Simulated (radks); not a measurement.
The numbers below are computed, except where a source is named.
Charge is removed step by step from the 2s down level of the tungsten ion W59+, starting from [He] 2s(up 1, down 1) 2p6 3s2 3p3. Level of theory: scalar-relativistic Kohn-Sham, PBE, spin-polarised, spherical densities, finite nucleus; open shells are filled with parallel spins first (spin-orbit coupling, left out, can overturn this in heavy ions); Fermi nuclear charge, rms radius 5.3658 fm (a radial shooting solver on a logarithmic mesh with Libxc functionals).

| removed (e) | E - E(0) (eV) | eigenvalue (eV) | E minus straight line (eV) |
|---|---|---|---|
| 0 | 0.000 | -16470.0 | 0.000 |
| 0.25 | 4123.7 | -16541.4 | -26.795 |
| 0.5 | 8265.3 | -16612.5 | -35.692 |
| 0.75 | 12424.8 | -16683.5 | -26.740 |
| 1 | 16602.1 | -16754.1 | 0.000 |

Removing the whole electron costs 16602.1 eV by Delta-SCF, against 16470.0 eV from minus the eigenvalue at the starting occupation. Slater's transition state (half an electron removed) gives 16612.5 eV. Integrating minus the eigenvalue over the occupation (Janak's theorem) gives 16612.4 eV. In this scalar-relativistic scheme the density is built from large components alone, so the theorem holds only approximately. The mean slope of the eigenvalue, de/dn, is 284 eV per electron.
